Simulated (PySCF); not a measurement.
BF2, SMILES F[B+]F, charge +1. Atoms are numbered in the order given.

```xyz
3

B      0.0000     0.0000     0.0000
F      0.0000     0.0000    -1.2386
F      0.0000     0.0000     1.2386
```
Charge +1, spin multiplicity 1.

Coordinates come from a PBE-D3(BJ)/def2-TZVP optimisation.

Method: PySCF with B3LYP/pcJ-1.

Isotropic couplings with Fermi-contact, spin-dipole and both spin-orbit terms, one fixed conformer, no vibrational averaging. Isotopes: 11B, 19F.

Computed spin–spin coupling constants:
```
pair   bonds apart  J (Hz)
-----  -----------  ------
B1–F2            1   -97.8
B1–F3            1   -97.8
F2–F3            2    47.6
```
